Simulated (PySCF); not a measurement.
PySCF input file for Ga(F)(Cl)(vinyl) (C2H3ClFGa), SMILES C=[CH][Ga]([F])[Cl], IEF-PCM-M06-2X/def2-SVP. Coordinates come from a ωB97X-D3(BJ)/def2-SVP optimisation. The structure was generated by enumeration; whether it is a known compound was not checked. Other conformers were not sampled.

```python
import numpy as np
from pyscf import gto, scf, dft
from pyscf.solvent import pcm

mol = gto.M(
    atom='''
    Ga   -0.13950816   -0.28042411    0.24047977
    F    -0.62753611   -1.09911471    1.70615788
    Cl    0.57308687    1.70855420    0.55106754
    C    -0.20919244   -1.05660523   -1.51665169
    C     0.21291362   -0.33402353   -2.56275326
    H    -0.58361393   -2.07444757   -1.67359533
    H     0.19740383   -0.72940294   -3.58621918
    H     0.59398396    0.68738121   -2.44219744
    ''',
    basis='def2-SVP',
    charge=0,
    spin=0,
    max_memory=1600,
    verbose=3,
)
mf = dft.RKS(mol, xc='m06-2x').density_fit(auxbasis='def2-universal-jkfit')
mf.grids.level = 4
mf.conv_tol = 1e-9
mf.max_cycle = 100
mf.kernel()
res = {}
for name, eps in {'water': 78.355, 'chloroform': 4.7113, 'dichloromethane': 8.93}.items():
    s = mf.PCM()
    s.with_solvent.method, s.with_solvent.eps, s.with_solvent.lebedev_order = 'IEF-PCM', eps, 29
    s.kernel(mf.make_rdm1())
    res[name] = (s.e_tot, eps, s.dip_moment(), s.mo_energy, s.converged)
    print(f'{name}: electrostatic solvation free energy {(s.e_tot - mf.e_tot) * 627.509474:.3f} kcal/mol')
```

Output:

```
converged SCF energy = -2562.38254157374

WARN: PCM is an experimental feature. It is still in testing.
Features and APIs may be changed in the future.

converged SCF energy = -2562.39329747163
Dipole moment(X, Y, Z, Debye):  0.03044, -1.11173, -3.63514
water: electrostatic solvation free energy -6.749 kcal/mol

WARN: PCM is an experimental feature. It is still in testing.
Features and APIs may be changed in the future.

converged SCF energy = -2562.39025247295
Dipole moment(X, Y, Z, Debye):  0.04970, -1.02179, -3.51416
chloroform: electrostatic solvation free energy -4.839 kcal/mol

WARN: PCM is an experimental feature. It is still in testing.
Features and APIs may be changed in the future.

converged SCF energy = -2562.39169849049
Dipole moment(X, Y, Z, Debye):  0.04090, -1.06429, -3.57341
dichloromethane: electrostatic solvation free energy -5.746 kcal/mol
```

Self-consistency was reached.

Cost: very roughly 110 core-seconds.
